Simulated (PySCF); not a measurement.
A side-by-side comparison of computed properties.

First species: C3H14N2Si2.
Z-matrix (Å and degrees, PBE0-D3(BJ)/def2-SVP geometry), rows numbered from 1:
```
C 
C   1  1.5284
C   2  1.5277  1  111.85
Si  2  1.9090  1  111.29  3  -125.29
Si  4  2.3553  2  112.61  1   -50.29
N   5  1.7308  4  116.72  2  -162.07
N   5  1.7301  4  104.23  2   -42.62
H   1  1.1020  2  112.09  3  -174.89
H   1  1.1034  2  111.22  3   -54.51
H   1  1.1029  2  111.33  3    64.90
H   2  1.1069  1  108.45  3   119.09
H   3  1.1025  2  111.07  1   -61.89
H   3  1.1038  2  111.20  1    57.51
H   3  1.1011  2  112.02  1   177.97
H   4  1.5026  2  108.89  1  -173.05
H   4  1.5032  2  108.50  1    71.21
H   5  1.5049  4  109.09  2    82.11
H   6  1.0126  5  120.00  4   -94.77
H   6  1.0136  5  120.62  4    52.07
H   7  1.0124  5  121.43  4    26.55
H   7  1.0143  5  121.19  4   178.20
```

Second species: C₅H₃ClOS.
SMILES: `O=C(Cl)c1cccs1`

Levels: CAM-B3LYP/def2-SVPD for dipole moment, HOMO energy, LUMO energy, HOMO–LUMO gap, static isotropic polarisability and electronic spatial extent ⟨r²⟩ about the centre of nuclear charge; TDDFT CAM-B3LYP/def2-SVPD for lowest singlet excitation; PBE0-D3(BJ)/def2-SVP for rotational constant A and rotational constant C. Geometries: PBE0-D3(BJ)/def2-SVP. Each structure is a single optimised conformer of the isolated species, non-relativistic unless stated. Electronic properties by PySCF.

Dipoles, sizes and rotational constants follow the conformer. The torsions of the flexible species, by atom-mapped SMILES:
- `[CH3:1][CH:2]([CH3:3])[SiH2:4][SiH:5]([NH2:6])[NH2:7]`: C1–C2–Si4–Si5 -50°, C2–Si4–Si5–N6 -162°, H–N6–Si5–Si4 -95°, H–N6–Si5–Si4 52°, H–N7–Si5–Si4 27°, H–N7–Si5–Si4 178°
- `[O:1]=[C:2]([Cl:3])[c:4]1[cH:5][cH:6][cH:7][s:8]1`: O1–C2–C4–C5 179°

(1) Which has the higher dipole moment?

(2) Which has the higher static isotropic polarisability?

(3) Which has the higher HOMO energy?

(4) Which has the higher HOMO–LUMO gap?

(5) Which has the higher S1 energy?

(6) Which of the two has the higher ⟨r²⟩, and by how much?

(7) Which of the two has the higher rotational constant A, and by how much?

(8) Which has the higher LUMO energy?

Answers

(1) The second: 4.28 D against 0.73 D, a difference of 3.55 D.

(2) The first: 111.2 au against 93.8 au, a difference of 17.4 au.

(3) The first: -8.02 eV against -8.98 eV, a difference of 0.96 eV.

(4) The first: 9.08 eV against 7.60 eV, a difference of 1.48 eV.

(5) The first: 5.94 eV against 4.75 eV, a difference of 1.19 eV.

(6) The first: 1631 bohr² against 1338 bohr², a difference of 293 bohr².

(7) The first: 3.168 GHz against 3.128 GHz, a difference of 0.040 GHz.

(8) The first: 1.06 eV against -1.38 eV, a difference of 2.44 eV.

On the first: A dipole of 0.73 D is allowed in C1, and pure rotational transitions are dipole-allowed. The dipole equals about 2.4 × 10⁻³⁰ C·m (1 D = 3.33564 × 10⁻³⁰ C·m).

On the second: In atomic units the dipole is 1.68 e·bohr (1 au = 2.5417 D). The 10 singlets span 4.75 to 7.14 eV, and their oscillator strengths add up to 0.41.
